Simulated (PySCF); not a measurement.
# Electronic structure of Ar²⁺ (argon, charge +2) at the B3LYP level

Configuration: [Ne] 3s2 3p3 3d1, high-spin 5D determinant (an excited configuration). Computed with PySCF 2.14 in x2c-TZVPPall with one added diffuse shell each of s, p, d type (6s6p4d1f, 51 functions), with scalar relativity by spin-free X2C-1e.

* Total energy: -527.1145 hartree
* One-electron energy: -710.0071 hartree
* Hartree (Coulomb) energy: 213.1525 hartree
* Exchange-correlation energy: -30.2600 hartree
* ⟨S²⟩: 6.0006
* ⟨L²⟩: 6.006
* Sum of ⟨r⟩: 12.09 bohr
* Sum of ⟨r²⟩: 17.10 bohr²
* Traceless quadrupole moment −½Σ⟨3z² − r²⟩ along its main axis: 1.20 e·bohr²
* Langevin diamagnetic susceptibility: -13.5 ×10⁻⁶ cm³/mol

```tsv
shell	electrons	mean orbital energy (hartree)	spread (hartree)	rms radius, mean of both spins (bohr)
1s α	1	-116.84066	0	0.0992
1s β	1	-116.80831	0	0.0992
2s α	1	-12.43706	0	0.449
2s β	1	-12.40399	0	0.449
2p α	3	-9.92275	0.00792	0.418
2p β	3	-9.87434	0.01330	0.418
3s α	1	-2.07921	0	1.42
3s β	1	-1.86016	0	1.42
3p α	3	-1.48041	0.00565	1.55
3d α	1	-0.67673	0	2.09
```

The outer electron is Rydberg-like, and this basis confines it to a smaller radius and binds it less than a complete one would.

Densities and radii are taken from the X2C orbitals without a picture-change correction, which distorts them close to the nucleus.
